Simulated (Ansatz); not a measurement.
MgnHm: gap (eV) at several levels, gas phase, relaxed structures; Ansatz. Clusters are the lowest isomers that short searches found in that spin, judged at the geometry's level. HOMO and LUMO are taken over both spins. Singlets are spin-restricted. A dash marks a value that wasn't run or was left out as unsound. The structures are stationary points that may keep the symmetry of their start. Remarks come from the PBE and PBE0 runs and from stability tests at other levels; not every state was tested.

```json
{"species": "Mg2H", "state": "doublet", "geometry": "PBE0-D4/def2-TZVP", "PBE-D4/def2-SVP": "0.90", "PBE-D4/def2-TZVPD": "0.88", "r2SCAN-D4/def2-TZVP": "1.54", "r2SCAN-D4/def2-TZVPD": "1.54", "PBE0-D4/def2-SVP": "2.24", "r2SCAN0-D4/def2-TZVP": "2.69"}
{"species": "Mg2H2", "state": "singlet", "geometry": "PBE-D4/def2-TZVP", "PBE-D4/def2-SVP": "2.63", "PBE-D4/def2-TZVPD": "2.60", "r2SCAN-D4/def2-TZVP": "2.98", "r2SCAN-D4/def2-TZVPD": "2.96", "PBE0-D4/def2-SVP": "4.08", "r2SCAN0-D4/def2-TZVP": "4.28"}
{"species": "Mg3H3", "state": "doublet", "geometry": "PBE-D4/def2-TZVP", "PBE-D4/def2-SVP": "0.94", "PBE-D4/def2-TZVPD": "0.94", "r2SCAN-D4/def2-TZVP": "1.49", "r2SCAN-D4/def2-TZVPD": "1.48", "PBE0-D4/def2-SVP": "2.27", "r2SCAN0-D4/def2-TZVP": "2.58"}
{"species": "Mg2H4", "state": "singlet", "geometry": "r2SCAN-D4/def2-TZVP", "PBE-D4/def2-SVP": "3.94", "PBE-D4/def2-TZVPD": "3.94", "r2SCAN-D4/def2-TZVP": "4.58", "r2SCAN-D4/def2-TZVPD": "4.54", "PBE0-D4/def2-SVP": "5.74", "r2SCAN0-D4/def2-TZVP": "6.14"}
{"species": "Mg4H3", "state": "doublet", "geometry": "r2SCAN-D4/def2-TZVP", "PBE-D4/def2-SVP": "0.71", "PBE-D4/def2-TZVPD": "0.72", "r2SCAN-D4/def2-TZVP": "1.24", "r2SCAN-D4/def2-TZVPD": "1.26", "PBE0-D4/def2-SVP": "2.03", "r2SCAN0-D4/def2-TZVP": "–"}
{"species": "Mg3H4", "state": "singlet", "geometry": "r2SCAN-D4/def2-TZVP", "PBE-D4/def2-SVP": "2.82", "PBE-D4/def2-TZVPD": "2.87", "r2SCAN-D4/def2-TZVP": "3.12", "r2SCAN-D4/def2-TZVPD": "3.11", "PBE0-D4/def2-SVP": "4.14", "r2SCAN0-D4/def2-TZVP": "–"}
```

Q: Estimate the rows for Mg3H6 (singlet, r2SCAN-D4/def2-TZVP geometry); Mg4H6 (singlet, r2SCAN-D4/def2-SVP geometry); Mg4H8 (singlet, r2SCAN-D4/def2-SVP geometry).

A: 
```csv
species,state,geometry,PBE-D4/def2-SVP,PBE-D4/def2-TZVPD,r2SCAN-D4/def2-TZVP,r2SCAN-D4/def2-TZVPD,PBE0-D4/def2-SVP,r2SCAN0-D4/def2-TZVP,remarks
Mg3H6,singlet,r2SCAN-D4/def2-TZVP,3.68,3.67,4.35,4.32,5.50,5.92,–
Mg4H6,singlet,r2SCAN-D4/def2-SVP,1.80,1.80,2.04,2.04,3.04,3.18,restricted SCF unstable in HF
Mg4H8,singlet,r2SCAN-D4/def2-SVP,3.49,3.52,4.16,4.14,5.29,5.73,–
```

Over the 7 species that have every level, the mean is 2.48 at PBE-D4/def2-SVP, 2.48 at PBE-D4/def2-TZVPD, 3.02 at r2SCAN-D4/def2-TZVP, 3.00 at r2SCAN-D4/def2-TZVPD, 4.02 at PBE0-D4/def2-SVP, 4.36 at r2SCAN0-D4/def2-TZVP. Orbital gaps grow with the share of exact exchange and aren't one observable across functionals.
